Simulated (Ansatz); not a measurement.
A structure relaxed at PBE-D4/def2-SVP in Ansatz, charge 0, singlet:

Cartesian coordinates in Å:
```
Cs -4.595 -0.491 0.810
Cs 2.039 -3.023 -0.122
Cs 1.286 3.379 2.940
Ge -1.751 -1.991 -2.005
Ge -0.758 1.196 -0.211
Ge 3.171 1.201 -0.234
Br 0.243 3.520 -0.418
Br -1.832 1.597 2.109
Br 1.878 0.082 1.724
Br -0.495 -4.116 -2.477
Br 4.803 -0.696 -0.475
Br -2.910 1.551 -1.510
Br -4.097 -2.819 -1.950
Br 4.444 2.743 1.249
Br -1.428 -2.132 0.569
```

**Question.** Give its formula.

**Answer.** Cs₃Ge₃Br₉.

**Question.** Summarise the bond lengths by kind (pairs closer than 1.2 times the sum of covalent radii, bridged metal pairs left out).

**Answer.** 12 × Br–Cs 3.52 to 3.70 Å; 9 × Br–Ge 2.49 to 2.60 Å; 5 × Cs–Ge 4.27 to 4.36 Å.

In the def2 sets Cs takes a core potential; there is no spin–orbit coupling. Single mean-field runs in def2-SVP are fitted with def2-universal-jkfit. Another isomer (singlet) lies 0.14 eV lower at PBE0-D4/def2-TZVP; other spin states weren't run for this one.
